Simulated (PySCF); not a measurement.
BiF5 relaxed at several levels

Computed with PySCF 2.14.0, def2-SVP on the ligands, density fitting, scalar-relativistic core potentials, no spin-orbit coupling, vacuum. Each row is relaxed at its own level from the same template. Distances are means of the shortest metal–ligand contacts, charges and spins Mulliken's; removal energies are rigid, with the ligand's formal charge and no counterpoise, so too large; for an anion taken off a cation in vacuum most of it is the attraction of opposite charges, and multiply charged cations can part far more cheaply with an electron moved from ligand to metal.

```csv
level,basis on the metal,point group,M–F (Å),charge on M (e),dipole (D),HOMO–LUMO gap (eV),removal of one F (eV),"strongest infrared band, degenerate modes summed (cm⁻¹)",unstable modes (below −25 cm⁻¹)
PBE,def2-SVP with ECP60,C2v,2.030,1.54,0.22,2.40,13.38,582,0
```

Problem. What does the calculation give for PBE0, def2-SVP with ECP60?

Solution. point group: C2v, M–F (Å): 1.994, charge on M (e): 1.81, dipole (D): 0.18, HOMO–LUMO gap (eV): 5.69, removal of one F (eV): 13.52, strongest infrared band, degenerate modes summed (cm⁻¹): 634, unstable modes (below −25 cm⁻¹): 0.
```xyz
6

Bi    0.0000    0.0000    0.0067
F     0.0000    0.0000    1.9947
F     1.9982    0.0000   -0.0430
F     0.0000    1.7762   -0.8937
F    -1.9982    0.0000   -0.0430
F     0.0000   -1.7762   -0.8937
```

Moved off a saddle point of the template and relaxed again: PBE, PBE0. One start shape was tried for each, so a minimum needn't be the lowest isomer.
